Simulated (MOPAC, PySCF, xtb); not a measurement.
Internal rotation in SMILES c1c[se]c(-c2cc3sccc3s2)c1. Scanned: dihedral Se3–C4–C5–S12; all other coordinates were relaxed at GFN2-xTB. Points at φ and −φ are mirror images. Heavy atoms are numbered in the order of the SMILES c1c[se]c(-c2cc3sccc3s2)c1, hydrogens after them in the order of the atoms that carry them; the mirror image has the same energies with the sign of each dihedral reversed. Each profile is relative to its own lowest point.

```
φ / °      A      B      C
-----  -----  -----  -----
-160       —  0.035  0.019
-140       —  0.059  0.073
-120   0.021  0.086  0.151
-100   0.072  0.089  0.215
-80    0.075  0.081  0.216
-60    0.028  0.070  0.152
-40    0.000  0.035  0.075
-20    0.011  0.007  0.023
0      0.028  0.000  0.006
20     0.011  0.007  0.023
40     0.000  0.035  0.075
60     0.028  0.070  0.152
80     0.075  0.081  0.216
100    0.072  0.089  0.215
120    0.021  0.086  0.151
140        —  0.059  0.073
160        —  0.035  0.019
180        —  0.026  0.000
```

Energies in eV.

Q: Assign the columns to these levels of theory: GFN1-xTB // GFN2-xTB in xtb 6.7.1; MOPAC with PM3, restricted, heats of formation // GFN2-xTB; restricted B3LYP/6-31G*, spherical d, density fitting // GFN2-xTB (PySCF 2.14.0).

A: A is RKS-B3LYP/6-31G*; B is PM3; C is GFN1-xTB.

A dash means that the run gave no value there, or that the column was ended at a point which the program doubted or which failed a test of continuity chosen for this set; such a test can also cut sound points.
